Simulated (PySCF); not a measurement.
Computed IR spectrum (relative IR intensity) of a molecule CH₆ClFOSi₂. Geometry optimised at B3LYP-D3(BJ)/def2-SVP. Other conformers were not sampled. Calculation: B3LYP-D3(BJ)/def2-SVP run with PySCF. Frequencies are harmonic and unscaled.

Lines under 2 % of the strongest are left out, and lines within 2 cm⁻¹ are merged.

```
ν (cm⁻¹)  relative intensity
--------  ------------------
155                      9.2
197                      7.6
209                      5.2
264                       25
290                       22
413                      8.1
501                       21
540                       21
698                       28
743                      3.4
756                       46
786                       15
822                      100
854                       10
904                       96
938                       39
953                       35
1272                     9.8
1426                     2.4
2219                      39
2226                      52
3854                      37
```

Question: Pick the molecule that these values belong to.
(A) C[Si@H](F)O[SiH2]Cl
(B) O[SiH2]C[Si@@H](F)Cl
(C) C[Si@@](O)(Cl)[SiH2]F
(D) O[Si@H](Cl)[C@H](F)[SiH3]

Answer: C, C[Si@@](O)(Cl)[SiH2]F
